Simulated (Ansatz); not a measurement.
Born–Oppenheimer molecular dynamics of C$_{2}$H$_{8}$B$_{2}$O (13 atoms, charge 0, multiplicity 1). It starts at the highest image of a converged band. Of that band: The profile has 2 maxima (images 1, 5) with wells between them (image 3): this band takes more than one step, which may be the mechanism or a detour left from its start path. Neighbouring images differ by up to 3.4 eV, so the band resolves the path poorly. A vibrational analysis at the climbing image gives one clearly imaginary mode, 146i cm⁻¹: a first-order saddle point.

Computed with Ansatz, RKS PBE/def2-SVP.

```
ensemble                      : NVE (velocity Verlet)
time step                     : 0.5 fs
steps asked                   : 200
starting velocities drawn for : 300 K
seed                          : 7374
```

First frame:

```xyz
13
Properties=species:S:1:pos:R:3
B -1.069 2.340 0.915
B -0.935 0.741 0.529
C 0.344 0.004 0.007
O 0.024 -1.281 -0.639
C 1.289 -2.220 -0.846
H -1.044 2.731 2.072
H -1.254 3.204 0.072
H -1.925 0.031 0.706
H 0.934 0.557 -0.755
H 1.061 -0.233 0.838
H 1.044 -2.670 -1.838
H 2.081 -1.460 -1.043
H -0.529 -1.780 -0.004
```

How far do the bonds stretch over the last three quarters of this one trajectory? (Pairs bonded in most of those frames.)


| bond | mean (Å) | spread (Å) | shortest | longest |
| --- | --- | --- | --- | --- |
| B1–B2 | 1.651 | 0.011 | 1.63 | 1.68 |
| B1–H6 | 1.222 | 0.030 | 1.18 | 1.27 |
| B1–H7 | 1.226 | 0.047 | 1.15 | 1.30 |
| B2–C3 | 1.560 | 0.018 | 1.52 | 1.59 |
| B2–H8 | 1.230 | 0.014 | 1.21 | 1.25 |
| C3–O4 | 1.477 | 0.026 | 1.44 | 1.52 |
| C3–H9 | 1.111 | 0.005 | 1.10 | 1.12 |
| C3–H10 | 1.132 | 0.011 | 1.11 | 1.16 |
| O4–C5 | 1.624 | 0.058 | 1.53 | 1.69 |
| O4–H13 | 0.980 | 0.003 | 0.97 | 0.99 |
| C5–H11 | 1.125 | 0.032 | 1.07 | 1.18 |
| C5–H12 | 1.123 | 0.036 | 1.07 | 1.18 |

Mean temperature of the second half: 172 K. The conserved energy stayed within 0.19 meV per atom of its start (net change 0.052 meV per atom), so the integration is sound. The temperature averaged 0.57 of the 300 K drawn at the start: a run that starts near a minimum puts about half its kinetic energy into the potential. A run of 0.1 ps of so small a system gives no equilibrium averages. The orbitals stay closed-shell, which can raise the energy where a bond breaks towards radicals; this wasn't checked here.

Time of the run: 6.6 min on 2 threads of Arm Neoverse V1, with other jobs on the host, peak memory 0.14 GiB.
